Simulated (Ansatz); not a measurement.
Coupled-cluster diagnostics for In₅P₄H₁₆⁻, a cluster cut from zinc blende InP (hydrogen-capped), Ansatz.

Geometry of the singlet (PBE-D4/def2-SVP):

```xyz
25

In    0.601    2.608    1.831
In    3.052   -0.809    0.734
In   -1.132   -1.487    2.106
In   -2.850    1.077   -1.108
In   -0.402   -2.343   -2.204
P     0.991    0.054    2.050
P    -0.689    2.492   -0.488
P     1.818   -1.012   -1.610
P    -1.883   -1.221   -0.394
H     2.091    3.475    1.514
H    -0.595    3.177    2.975
H     4.271    0.434    0.533
H     3.450   -2.458    1.169
H    -2.339   -0.724    3.127
H    -0.603   -3.144    2.347
H    -4.078    1.631    0.009
H    -3.031    1.203   -2.847
H    -0.043   -4.007   -1.799
H    -0.850   -1.842   -3.824
H     1.471   -0.036    3.401
H    -0.932    3.843   -0.906
H     0.292    2.201   -1.491
H     2.810   -1.388   -2.578
H     1.636    0.324   -2.096
H    -3.057   -2.045   -0.450
```

In the def2 sets In takes a core potential; there is no spin–orbit coupling. Correlated methods freeze 40 core orbitals; core or outer-core shells of In are correlated, in sets that lack core-valence functions.

**Question.** Estimate the CCSD(T) correlation energy, the shares of MP2 and (T), T1 and the reference's ⟨S²⟩ for: charge -1, singlet, own geometry in def2-SVP; and the rough time on 2 threads of AMD EPYC 7R13 on a shared host and a share (18 GiB) of an NVIDIA H100 80GB HBM3.

**Answer.** 
```
                           state     basis  correlation (eV)  MP2 share (%)  (T) share (%)     T1  ⟨S²⟩ (pure)  wall time
charge -1, singlet, own geometry  def2-SVP           -32.608           83.9            3.5  0.011  0.00 (0.00)       28 s
```
Customary marks for T1 are 0.02 (closed shells), 0.045 (open shells) and about 0.05 (3d metals). T1 stays under 0.02 throughout.
